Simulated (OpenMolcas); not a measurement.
**Exact exchange and the vertical energy of the triplet above the singlet of CH5FOSi**

The species is CH5FOSi (9 atoms), meant as a singlet with charge 0. As SMILES, `C[SiH](O)F`. The coordinates come from a PBE0-D4/def2-TZVP relaxation. This is one conformer, not always the lowest.

The vertical energy of the triplet above the singlet y, in eV, basis def2-SVP; a is the functional's share of exact exchange. Programs: OpenMolcas 26.06.

| functional | program | a | y (eV) |
| --- | --- | --- | --- |
| revPBE | OpenMolcas | 0 | 7.69 |
| TPSS | OpenMolcas | 0 | 7.85 |
| B3LYP | OpenMolcas | 0.2 | 8.12 |
| PBE0 | OpenMolcas | 0.25 | ? |
| BHLYP | OpenMolcas | 0.5 | 8.41 |

Q: Fit y = c + s·a to the known rows and predict PBE0.

A: 
1. Means of the 4 rows: a = 0.1750, y = 8.018.
2. Σ(Δa)² = 0.1675, Σ(Δa·Δy) = 0.21675, so the slope is 0.21675/0.1675 = 1.294.
3. Intercept: 8.018 − (1.294) × 0.1750 = 7.792. The largest residual of the fit is 0.10.
4. PBE0: 7.792 + (1.294) × 0.25 = 8.12 eV.

The run gave 8.20 eV, so the prediction is off by -0.08 eV, within the largest residual. The rows mix families of semi-local functionals, which the line can't see.
